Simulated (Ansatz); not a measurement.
Ideal-gas functions of `N=C(Br)C=O` at 500 K and 1 bar, from an Ansatz frequency run at PBE0-D4/def2-TZVP.

Molar mass 135.95 g/mol, point group Cs (symmetry number 1), electronic degeneracy 1, moments of inertia 99.435, 201.084, 300.519 u Å². Harmonic wavenumbers (cm⁻¹, unscaled): 137, 183, 368, 452, 537, 621, 900, 997, 1034, 1239, 1362, 1732, 1853, 2981, 3523.

Use S(trans) = R[1.5 ln M + 2.5 ln T − 1.1517]; rotational temperatures θ = 24.2544 K / I; S(rot) = R[ln(√π/σ · √(T³/θAθBθC)) + 1.5]; for each mode x = 1.438777 ν̃/T, S = R[x/(eˣ − 1) − ln(1 − e⁻ˣ)] and H = RT x/(eˣ − 1); 1 cm⁻¹ = 0.0119627 kJ/mol; R = 8.31446 J/(mol·K).

Q: By hand: the entropy, in J/(mol·K).

A: Translation 180.9. Rotation: θ = 0.2439, 0.1206, 0.0807 K, giving 119.9. Vibration, mode by mode: 16.11, 13.74, 8.22, 6.69, 5.48, 4.51, 2.40, 1.92, 1.77, 1.10, 0.83, 0.34, 0.26, 0.01, 0.00, in all 63.4. Electronic 0.0. Sum 364.2 J/(mol·K).

Q: By hand: H − E and G − E in kJ/mol, counted from the electronic energy.

A: Zero-point energy ½ × 17919 × 0.0119627 = 107.2; thermal vibration 17.4; translation, rotation and pV give 4 RT = 16.6. H − E = 141.2 kJ/mol, and G − E = 141.2 − 500 × 364.2/1000 = -40.9 kJ/mol.

Vibration gives 17 % of the entropy, 16.1 J/(mol·K) of it from the mode under 150 cm⁻¹: soft modes count most, and the harmonic formula is weakest for them. The sum counts one conformer and one mirror image; others add a mixing term.
